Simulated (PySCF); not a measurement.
Mo(O)(NH)(F)(Me) (CH4FMoNO), SMILES [CH3][Mo](=[NH])(=[O])[F], multiplicity 1.

Geometry: r2SCAN-D4/def2-SVP. The multiplicity is an assumed one; no other spin state was optimised. The structure was generated by enumeration; whether it is a known compound was not checked. The def2 effective core potentials stand for the cores of Mo; spin–orbit coupling is left out.

Method: TDDFT-PBE0/def2-SVPD (PySCF).

Vertical excitations. The molecule is in vacuum.

Computed UV-visible absorptions:
| state | energy (eV) | λ (nm) | f | main pairs |
|---|---|---|---|---|
| S1 | 4.13 | 300 | 0.005 | HOMO→LUMO 85 % |
| S2 | 4.56 | 272 | 0.005 | HOMO−1→LUMO 55 %, HOMO−1→LUMO+1 17 %, HOMO→LUMO+1 16 % |
| S3 | 4.56 | 272 | 0.001 | HOMO→LUMO+1 65 %, HOMO−1→LUMO 30 % |
| S4 | 5.10 | 243 | 0.008 | HOMO−2→LUMO 94 % |
| S5 | 5.39 | 230 | 0.007 | HOMO−1→LUMO+1 63 %, HOMO−2→LUMO+1 13 % |
| S6 | 5.82 | 213 | 0.001 | HOMO−3→LUMO 67 %, HOMO−4→LUMO 13 %, HOMO−3→LUMO+1 11 % |
| S7 | 5.95 | 208 | 0.004 | HOMO−2→LUMO+1 53 %, HOMO→LUMO+2 31 % |
| S8 | 6.13 | 202 | 0.017 | HOMO→LUMO+2 24 %, HOMO−1→LUMO+2 19 %, HOMO−2→LUMO+1 12 %, HOMO−4→LUMO 11 % |
| S9 | 6.19 | 200 | 0.009 | HOMO−4→LUMO 47 %, HOMO→LUMO+3 20 %, HOMO−3→LUMO 14 % |
| S10 | 6.25 | 198 | 0.004 | HOMO→LUMO+3 41 %, HOMO→LUMO+2 22 %, HOMO−1→LUMO+2 17 % |
| T1 | 3.54 | 350 | 0 | HOMO→LUMO 75 %, HOMO−1→LUMO 17 % |
| T2 | 3.85 | 322 | 0 | HOMO−1→LUMO 51 %, HOMO→LUMO 22 %, HOMO−1→LUMO+1 17 % |
| T3 | 4.05 | 306 | 0 | HOMO→LUMO+1 86 % |
| T4 | 4.36 | 284 | 0 | HOMO−1→LUMO+1 52 %, HOMO−1→LUMO 26 %, HOMO−2→LUMO 11 % |
Triplets are in the Tamm–Dancoff approximation, which puts them higher than full response would, so one can lie above its singlet here.
